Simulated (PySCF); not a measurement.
An excited-state job on `[SiH3][CH2][In]([Cl])[Cl]` (InCl2(CH2SiH3)).

Method: TDDFT wB97X-D/def2-SVPD, vertical, gas phase, core orbitals frozen in the response, def2 core potentials past Kr (PySCF 2.14.0, density-fitted response routines). Geometry: PBE0-D3(BJ)/def2-SVP. The input is one job of a driver script: a line of settings, then coordinates in Å.

Input:
```
{"job": {"kind": "uv", "xc": "wB97X-D", "basis": "def2-SVPD", "ip": true, "nstates": 10}, "charge": 0, "multiplicity": 1}
In     0.954959     1.406797    -0.613808
Cl     3.291574     1.431223    -0.422343
Cl     0.070838     3.574578    -0.632040
C     -0.215758    -0.376148    -0.748414
Si    -0.745764    -1.061416     0.923685
H     -1.096541    -0.136359    -1.365004
H      0.403608    -1.109797    -1.288317
H      0.458870    -1.343709     1.761705
H     -1.596546    -0.060485     1.636416
H     -1.525249    -2.324693     0.748109
```

Output:
```
coarse grid: 44672 points
cycle   1  E = -1439.9427792584  dE = -2.074e+01  |g| = 1.934e+00  |ddm| = 1.419e+01
cycle   2  E = -1440.2572364162  dE = -3.145e-01  |g| = 1.765e+00  |ddm| = 8.539e+00
cycle   3  E = -1440.8816986990  dE = -6.245e-01  |g| = 1.040e-01  |ddm| = 2.631e+00
cycle   4  E = -1440.8861549106  dE = -4.456e-03  |g| = 5.460e-02  |ddm| = 3.274e-01
cycle   5  E = -1440.8870191105  dE = -8.642e-04  |g| = 9.859e-03  |ddm| = 9.366e-02
cycle   6  E = -1440.8870781502  dE = -5.904e-05  |g| = 3.583e-03  |ddm| = 2.981e-02
cycle   7  E = -1440.8870843710  dE = -6.221e-06  |g| = 1.786e-03  |ddm| = 1.047e-02
final grid: 87536 points
cycle   8  E = -1440.8888891392  dE = -9.771e-06  |g| = 2.553e-03  |ddm| = 1.621e-02
cycle   9  E = -1440.8888894734  dE = -3.341e-07  |g| = 2.263e-03  |ddm| = 6.815e-03
cycle  10  E = -1440.8888907209  dE = -1.248e-06  |g| = 1.836e-04  |ddm| = 3.211e-03
cycle  11  E = -1440.8888907310  dE = -1.016e-08  |g| = 5.493e-05  |ddm| = 3.618e-04
cycle  12  E = -1440.8888907330  dE = -2.028e-09  |g| = 2.228e-05  |ddm| = 1.717e-04
cycle  13  E = -1440.8888907333  dE = -2.508e-10  |g| = 4.565e-06  |ddm| = 5.083e-05
converged SCF energy = -1440.8888907333

Static polarisability (au): isotropic 103.746, principal 81.785 105.315 124.140

Singlet excitations
state   eV       nm        f      main configurations
  1   5.8018    213.7   0.05068   H->L+1 0.80, H->L 0.14
  2   5.8387    212.3   0.03380   H-1->L 0.85
  3   5.8535    211.8   0.15989   H->L 0.64, H->L+1 0.14, H-4->L 0.09
  4   5.9229    209.3   0.00022   H-2->L 0.93
  5   6.1460    201.7   0.00021   H-1->L+1 0.97
  6   6.2726    197.7   0.02988   H-3->L 0.91
  7   6.4678    191.7   0.00991   H-2->L+1 0.81, H-5->L 0.11
  8   6.6416    186.7   0.04911   H-4->L 0.54, H-3->L+1 0.32
  9   6.8797    180.2   0.03841   H-4->L+1 0.85
 10   6.9977    177.2   0.26702   H-3->L+1 0.56, H-4->L 0.18, H->L 0.09

Triplet excitations (Tamm-Dancoff, eV): 4.9736 5.4504 5.5777 5.6353
Vertical ionisation energy (delta-SCF) = 10.5815 eV
Vertical electron affinity (delta-SCF) = 0.4336 eV
```

The SCF starts on a coarse grid where the log names one; the energy can jump when the final grid takes over, and dE then counts from the start density on the new grid. H and L stand for HOMO and LUMO; the number after each pair is its weight.

Q: How does the lowest singlet excitation compare with the HOMO–LUMO gap?

A: HOMO -10.39 eV and LUMO -0.46 eV give a gap of 9.93 eV; S1 at 5.80 eV lies 4.13 eV below it.

Main results: HOMO -10.39 eV, LUMO -0.46 eV; lowest singlet 5.80 eV; lowest triplet 4.97 eV (Tamm–Dancoff); mean polarisability 103.7 au.

Atoms past krypton carry effective core potentials; spin–orbit coupling is left out.

The run took 1.9 min wall on one thread of an Arm Neoverse V1, no GPU, on a shared host.

One conformer stands for the species.
Labels such as C1 count atoms from 1, the log's own numbers from 0.

The pairwise dispersion term of wB97X-D wasn't added to the energies; at a given geometry it leaves orbitals and properties as they are.
